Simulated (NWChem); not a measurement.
Species: BClF₂; SMILES FB(F)Cl

```xyz
4

B     -0.0029    -0.4474     0.0000
F      0.0006    -1.1108    -1.1364
F      0.0006    -1.1108     1.1364
Cl     0.0002     1.3077     0.0000
```
Atoms are numbered in this order, from 1.

Program: NWChem. The geometry was optimised at B3LYP/6-31G* (spherical d).

Question: Taking B3LYP/cc-pVQZ as the yardstick, which of these has the fewest basis functions while keeping “dipole (D)” within 0.05 D of it: B3LYP/aug-cc-pVDZ; B3LYP/aug-cc-pVTZ; B3LYP/cc-pVTZ; B3LYP/cc-pVDZ?

Answer: B3LYP/aug-cc-pVDZ.
| level | basis functions | dipole (D) | relative time (rough) |
|---|---|---|---|
| B3LYP/cc-pVDZ | 60 | 0.07 | 1 |
| B3LYP/aug-cc-pVDZ | 96 | 0.17 | 2 |
| B3LYP/cc-pVTZ | 124 | 0.18 | 3 |
| B3LYP/aug-cc-pVTZ | 188 | 0.21 | 4 |
| B3LYP/cc-pVQZ | 224 | 0.21 | 7 |

The yardstick is one finite set, not the basis-set limit.
